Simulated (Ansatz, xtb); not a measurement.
# Ranking isomers of C4H6BNO

4 gas-phase structures of C4H6BNO, from a drawn sample of its isomers (lower ones may exist). Each was relaxed with GFN2-xTB:

A. `Bn1ccc(O)c1`, a singlet
B. `Bc1cc(O)c[nH]1`, a singlet
C. `Bc1c[nH]cc1O`, a singlet
D. `Bc1[nH]ccc1O`, a singlet

Task: Make a reasoned guess at their ranking by r2SCAN-D4/def2-SVP single-point energy.

Result: Calculated order at r2SCAN-D4/def2-SVP: A (0.0), D (22.8), B (48.7), C (51.5) kJ/mol. Less than 1 kcal/mol parts B and C, so the order within that pair means little.

Energies above the lowest of each column, in kJ/mol; the last columns are at PBE0-D3(BJ)/def2-SVP geometries:

```tsv
structure	GFN2-xTB	HF/STO-3G	r2SCAN-D4/def2-SVP	PBE0-D3(BJ)/def2-SVP	CCSD(T)/def2-SVP + ΔMP2/def2-TZVPP
A	0.0	0.0	0.0	0.0	0.0
D	66.5	79.5	22.8	25.5	43.8
B	82.2	102.9	48.7	51.6	63.9
C	88.3	102.1	51.5	51.9	65.7
```

Every level run on A puts it lowest or level with the lowest. Flexible structures stand in one conformer each, not always the lowest. ΔMP2 is the change of the MP2 energy from the smaller to the larger basis.

Over these structures GFN2-xTB departs from r2SCAN-D4/def2-SVP by 14.2 kJ/mol on average once a common shift is removed. A GFN2-xTB relaxation took about 0.1 s and the r2SCAN-D4/def2-SVP energy about 2.5 s on a shared host (Ansatz 0.2.0, xtb 6.7.1).
